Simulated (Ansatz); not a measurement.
Relaxation of GeH₆NO₂ (10 atoms, charge 0, multiplicity 2), to a largest force component of 0.03 eV/Å in at most 50 steps.

These are results of Ansatz 0.2.0, UKS PBE/def2-SVP, not measurements.

```xyz
10
Properties=species:S:1:pos:R:3:forces:R:3
Ge 0.826 0.037 -0.015 0.07 0.00 -0.23
H 0.344 0.068 2.699 -0.44 -0.18 0.27
O 1.425 -0.217 -1.704 -0.03 0.04 0.05
H 1.428 -1.172 -1.907 0.00 -0.03 0.01
H 0.228 1.516 -0.079 0.00 -0.02 -0.02
O -0.449 -1.209 0.228 0.01 0.00 -0.05
H -0.723 -1.106 1.186 0.00 0.02 0.03
N -0.587 -0.376 2.869 0.40 0.18 -0.07
H -0.469 -0.970 3.701 0.01 -0.01 0.00
H -1.220 0.387 3.144 0.00 0.01 0.01
```

Where does it end, and by what steps?

The run converged. The force dipped under the threshold on the way, but the program's further checks kept it going. After 13 steps the energy has fallen by 0.111 eV; H2 moved furthest, 0.88 Å.

| step | energy less start (eV) | largest force component (eV/Å) | accepted |
| --- | --- | --- | --- |
| 0 | 0.0000 | 0.444 | yes |
| 1 | -0.0378 | 0.553 | yes |
| 2 | -0.0607 | 0.721 | yes |
| 3 | -0.0790 | 0.609 | yes |
| 4 | -0.0844 | 0.331 | yes |
| 5 | -0.0739 | 0.450 | no |
| 6 | -0.1071 | 0.085 | yes |
| 7 | -0.1041 | 0.330 | no |
| 8 | -0.1084 | 0.137 | yes |
| 9 | -0.1099 | 0.015 | yes |
| 10 | -0.1103 | 0.071 | yes |
| 11 | -0.1106 | 0.032 | yes |
| 12 | -0.1108 | 0.006 | yes |
| 13 | -0.1108 | 0.022 | yes |

```xyz
10
Properties=species:S:1:pos:R:3
Ge 1.013 0.229 -0.360
H 0.170 0.067 3.561
O 1.258 -0.406 -2.038
H 1.240 -1.383 -2.012
H 0.376 1.665 -0.638
O -0.163 -0.917 0.365
H -0.300 -0.743 1.347
N -0.597 -0.420 3.077
H -0.757 -1.290 3.603
H -1.437 0.157 3.218
```

Whether the end is a true minimum wasn't checked by a vibrational analysis.

Run time: 23 s on 4 threads of Arm Neoverse V1, with other jobs on the host, peak memory 0.16 GiB.
